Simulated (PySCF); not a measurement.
From one molecule to another.

First species: C6H6ClF.
SMILES with atom numbers: `[CH2:1]=[CH:2]/[CH:3]=[CH:4]/[C:5]([F:6])=[CH:7]\[Cl:8]` (hydrogens: H9, H10 on C1; H11 on C2; H12 on C3; H13 on C4; H14 on C7)

Second species: C₄H₄ClF₂N.
SMILES: `C([C@](F)(C#N)CCl)F`

Levels: B3LYP/def2-SVPD for dipole moment, HOMO energy, LUMO energy, HOMO–LUMO gap, static isotropic polarisability and electronic spatial extent ⟨r²⟩ about the centre of nuclear charge; TDDFT B3LYP/def2-SVPD for lowest singlet excitation; TDA B3LYP/def2-SVPD for lowest triplet excitation (Tamm–Dancoff); GFN2-xTB for rotational constant A and rotational constant C. Geometries: GFN2-xTB. Each species is one conformer at its optimised geometry, gas phase, non-relativistic unless stated; the electronic structure was computed with PySCF and density fitting.

The conformers computed, where there is a choice (atom-mapped SMILES and torsion angles):
- `[CH2:1]=[CH:2]/[CH:3]=[CH:4]/[C:5]([F:6])=[CH:7]\[Cl:8]`: C1–C2–C3–C4 180°, C3–C4–C5–F6 0°
- `[N:1]#[C:2][C@@:3]([F:4])([CH2:5][F:6])[CH2:7][Cl:8]`: C2–C3–C5–F6 171°, C2–C3–C7–Cl8 -55°

Values for the first species:

* Dipole moment: 1.12 D
* HOMO energy: -6.30 eV
* LUMO energy: -2.11 eV
* HOMO–LUMO gap: 4.19 eV
* Lowest singlet excitation: 4.36 eV
* Lowest triplet excitation (Tamm–Dancoff): 2.37 eV
* Static isotropic polarisability: 109.8 au
* Electronic spatial extent ⟨r²⟩ about the centre of nuclear charge: 1717 bohr²
* Rotational constant A: 3.336 GHz
* Rotational constant C: 0.604 GHz

(1) Estimate the same properties for the second species, and the change in each.

Answers

(1) 
```
                                                         property       first      second  second less first
                                                    dipole moment      1.12 D      1.90 D            +0.78 D
                                                      HOMO energy    -6.30 eV    -9.06 eV           -2.76 eV
                                                      LUMO energy    -2.11 eV    -1.06 eV           +1.05 eV
                                                    HOMO–LUMO gap     4.19 eV     8.00 eV           +3.81 eV
                                        lowest singlet excitation     4.36 eV     6.92 eV           +2.56 eV
                         lowest triplet excitation (Tamm–Dancoff)     2.37 eV     6.23 eV           +3.86 eV
                                  static isotropic polarisability    109.8 au     66.0 au           -43.8 au
electronic spatial extent ⟨r²⟩ about the centre of nuclear charge  1717 bohr²  1084 bohr²         -633 bohr²
                                            rotational constant A   3.336 GHz   1.789 GHz         -1.547 GHz
                                            rotational constant C   0.604 GHz   1.090 GHz         +0.486 GHz
```

On the first: In atomic units the dipole is 0.44 e·bohr (1 au = 2.5417 D). The polarisability is 16.28 Å³ as a volume (1 au = 0.148185 Å³), or 1.62 au for each of the 68 electrons.

On the second: The principal polarisabilities are 58.4, 67.9 and 71.8 au; their mean is the isotropic value.
